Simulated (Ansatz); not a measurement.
Compare A (`C[SiH](S)CF`) with its isomer B (`C[SiH2]SCF`).

Isolated molecules relaxed with PBE0-D4/def2-TZVP in Ansatz; ΔE leaves out vibrations. CBS: MP2 limit from def2 TZ/QZ plus the TZ coupled-cluster correction, frozen cores. Functionals use def2-TZVPP. B3LYP here is the variant with VWN-RPA as its local correlation; programs differ in this. One conformer a species, not always the lowest.

(1) Which is lower in electronic energy at CCSD(T)/CBS, and by how much? (Estimate.)

(2) Give E(B) − E(A) in kcal/mol with MP2/def2-TZVPP, CCSD(T)/def2-TZVPP, B3LYP, r2SCAN-D4, B3LYP-D4, B2PLYP, ωB97M-V. (Estimate.)

Largest T1 diagnostic: 0.011.

## Answers

(1) Computed: A, by 6.9 kcal/mol.

(2) Computed: MP2/def2-TZVPP 6.6, CCSD(T)/def2-TZVPP 6.9, B3LYP 6.6, r2SCAN-D4 6.4, B3LYP-D4 6.5, B2PLYP 6.6, ωB97M-V 7.0. None reverses the order clearly.
